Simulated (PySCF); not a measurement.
C4H4ClF. Atoms are numbered in the order given.

```xyz
10

C     -0.4352    -3.1118     0.0000
C      0.2124    -1.9311     0.0000
C     -0.4553    -0.6465     0.0000
C      0.2032     0.5274     0.0000
F      1.5287     0.6038     0.0000
Cl    -0.5442     2.0752     0.0000
H     -1.5292    -3.1621     0.0000
H      0.1116    -4.0579     0.0000
H      1.3083    -1.9145     0.0000
H     -1.5476    -0.6066     0.0000
```
Charge 0, spin multiplicity 1.

The structure is a stationary point at r2SCAN-D4/def2-SVP. Other conformers were not sampled.

Computed with PBE/pcSseg-1 run with PySCF.

GIAO shieldings, no solvent; atoms alike by connectivity are averaged. δ = σ(ref) − σ: ¹³C against TMS (σ = 182.0 ppm); ¹⁹F against CFCl3 (σ = 133.6 ppm); ³⁵Cl against HCl (σ = 936.5 ppm); ¹H against TMS (σ = 31.49 ppm), references at their B3LYP-D3(BJ)/def2-TZVP geometries, non-relativistic (without spin–orbit terms, shifts of atoms bonded to Cl or Br come out too high).

```json
[
 {"atoms": "C4", "nucleus": "¹³C", "count": "1", "δ (ppm)": "162.8"},
 {"atoms": "C2", "nucleus": "¹³C", "count": "1", "δ (ppm)": "___"},
 {"atoms": "C1", "nucleus": "¹³C", "count": "1", "δ (ppm)": "122.9"},
 {"atoms": "C3", "nucleus": "¹³C", "count": "1", "δ (ppm)": "116.5"},
 {"atoms": "F5", "nucleus": "¹⁹F", "count": "1", "δ (ppm)": "___"},
 {"atoms": "Cl6", "nucleus": "³⁵Cl", "count": "1", "δ (ppm)": "___"},
 {"atoms": "H9", "nucleus": "¹H", "count": "1", "δ (ppm)": "6.90"},
 {"atoms": "H10", "nucleus": "¹H", "count": "1", "δ (ppm)": "5.70"},
 {"atoms": "H7, H8", "nucleus": "¹H", "count": "2", "δ (ppm)": "___"}
]
```

Q: What belongs in the gaps? (Estimate from the structure and the level; the computed values follow.)

A: 
- F5, δ (ppm): -83.8
- C2, δ (ppm): 137.1
- Cl6, δ (ppm): 297.2
- H7, H8, δ (ppm): 5.56
